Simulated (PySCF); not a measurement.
C₅H₆O, SMILES C#CC(=C)OC. Heavy atoms are numbered as in [CH:1]#[C:2][C:3](=[CH2:4])[O:5][CH3:6]. Hydrogens are named by the atom that carries them.

Geometry optimised at B3LYP-D3(BJ)/def2-SVP. Other conformers were not sampled.

Method: PBE/def2-TZVP run with PySCF.

ESP charges are fitted to the potential on shells at 1.4 to 2.0 van der Waals radii. Atomic charges (e), one atom of each kind:

```
atom      ESP fit  Löwdin  meta-Löwdin  Mulliken
--------  -------  ------  -----------  --------
C1 (CH)     -0.46   -0.08            …     -0.15
C2           0.01   -0.08        -0.05     -0.06
C3           0.49   -0.33            …      0.15
C4 (CH2)    -0.78   -0.18        -0.32     -0.34
O5          -0.23    0.27        -0.30     -0.19
C6 (CH3)    -0.26   -0.34            …     -0.24
H on C1      0.32    0.13         0.18      0.16
H on C4      0.26    0.14         0.14      0.14
H on C6      0.14    0.12            …      0.14
```

Problem. What belongs in the gaps? (The exact figures need the calculation; the answer reports its results.)

Solution. 
- C1 (CH), meta-Löwdin: -0.20
- C3, meta-Löwdin: 0.19
- C6 (CH3), meta-Löwdin: -0.14
- H on C6, meta-Löwdin: 0.13

Problem. Give the Mayer and Wiberg (Löwdin basis) orders of the bonds. (Estimate from the structure and the level; the computed values follow.)

Solution. 
```csv
bond,Mayer,Wiberg
C1–C2,2.63,2.87
C2–C3,1.15,1.27
C3–C4,1.74,1.94
C3–O5,1.20,1.57
O5–C6,0.96,1.47
```
